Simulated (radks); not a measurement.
Problem. Radial electron density D(r) = 4 pi r^2 rho(r) of an atom or ion with 44 electrons. All-electron calculation, scalar-relativistic Kohn-Sham, LDA (Slater exchange, VWN5 correlation), spin-polarised, spherical densities, finite nucleus; Fermi nuclear charge, rms radius of each element as measured or else 0.836 A^(1/3) + 0.57 fm. Program: a radial shooting solver on a logarithmic mesh with Libxc functionals.

```
   r/bohr * D(r) (the largest magnitude, 68.5, reaches the edge; | marks zero)
  0.00276 |    *
 0.003711 |      *
  0.00495 |          *
 0.006655 |                *
 0.008947 |                        *
  0.01193 |                                *
  0.01604 |                                       *
  0.02157 |                                            *
  0.02877 |                                           *
  0.03868 |                                       *
  0.05201 |                                      *
  0.06936 |                                             *
  0.09326 |                                                      *
   0.1254 |                                                    *
   0.1672 |                                       *
   0.2248 |                                    *
   0.3023 |                                          *
   0.4032 |                                    *
   0.5421 |                 *
   0.7288 |          *
    0.972 |          *
    1.307 |       *
    1.757 |   *
    2.343 | *
    3.151 |*
    4.236 *
     5.65 *
    7.596 *
    10.21 *
```

What is the nuclear charge?

Solution. Z = 44. The innermost maximum, from 1s, lies near gamma/Z bohr with gamma = sqrt(1 - (Z/c)^2) = 0.947, here 0.0215 bohr (found: 0.0236), and its height grows with Z. The density is that of neutral ruthenium in [Kr] 4d7 5s1; the configuration itself is not fixed sharply by these data, and Z only to a few units. D(r) has 4 maxima, at r = 0.0236, 0.103, 0.317, 0.949 bohr, and minima at 0.0469, 0.206, 0.752 bohr, inside which lie 2.02, 11.11, 29.17 electrons.
